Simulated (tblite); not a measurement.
Task: What does the GFN2-xTB structure of InChI=1S/C6H10ClFSi/c1-4(7)6-2-5(8)3-9-6/h5-6H,1-3,9H2/t5-,6+/m1/s1 look like in three dimensions?

Result: 
```xyz
19
C6H10ClFSi angstrom
C      3.085   -0.077    0.073
C      1.846   -0.042    0.534
Cl     1.580   -0.119    2.251
C      0.605    0.011   -0.274
C     -0.294    1.205    0.081
C     -1.705    0.913   -0.409
F     -1.705    0.919   -1.797
C     -2.125   -0.471    0.073
Si    -0.542   -1.526   -0.070
H      3.940   -0.145    0.722
H      3.277   -0.034   -0.984
H      0.898    0.099   -1.323
H     -0.333    1.338    1.163
H      0.083    2.126   -0.369
H     -2.413    1.699   -0.117
H     -2.958   -0.832   -0.526
H     -2.471   -0.396    1.102
H     -0.501   -2.356   -1.274
H     -0.275   -2.303    1.137
```

Orientation and origin are arbitrary. Atoms count from 1 in this order. The C–C distances run from 1.322 Å (C1=C2, drawn double) to 1.537 Å (C4–C5, drawn single), a spread of 0.215 Å. The C–Si distances run from 1.907 Å (C8–Si9, drawn single) to 1.928 Å (C4–Si9, drawn single), a spread of 0.021 Å. Si9 (SiH2 silicon) has angles from 93.5° to 113.7°. The 5-membered ring C4–C5–C6–C8–Si9 has internal angles of 93.5° to 109.1° (sum 520°, against 540° for a flat polygon); it is puckered, 0.19 Å rms from its mean plane, widest ring torsion 50°.

Bonds between heavy atoms (Å): C1=C2 1.322, C2–Cl3 1.740, C2–C4 1.482, C4–C5 1.537, C5–C6 1.522, C6–F7 1.388, C6–C8 1.524, C8–Si9 1.907, C4–Si9 1.928.

Computed geometry: GFN2-xTB, gas phase.

Point group: C1 (no symmetry element, even within 0.4 Å). Its GFN2-xTB frequencies are all real (lowest 45 cm⁻¹). One conformer, not necessarily the lowest (C1–C2–C4–C5 -124°, C2–C4–C5–C6 -160°, C4–C5–C6–F7 -68°, C5–C6–C8–Si9 -38°, C6–C8–Si9–C4 14°). 3 starts were optimised and ended at 0.00, 1.16 and 3.69 kcal/mol (GFN2-xTB); the lowest of these is shown.

On one thread, Arm Neoverse N1 (aarch64) (shared host), this took 1.3 s wall. This is the geometry optimisation.
